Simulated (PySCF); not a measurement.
GeSe, SMILES [Se]=[Ge] (connectivity only; charge and spin as stated), neutral, multiplicity 1.

The structure is a stationary point at PBE0-D3(BJ)/def2-TZVP.

Level of theory: PBE0-D3(BJ)/def2-TZVP (PySCF).

Frequencies are harmonic and unscaled.

Give all harmonic wavenumbers and intensities. (Estimate from the structure and the level; the computed values follow.)


```tsv
mode	ν (cm⁻¹)	IR (km/mol)	Raman (Å⁴/amu)	depolarisation	moving atoms (share of kinetic energy)
1	419	21.4	25.6	0.23	Ge 52 %, Se 48 %
```
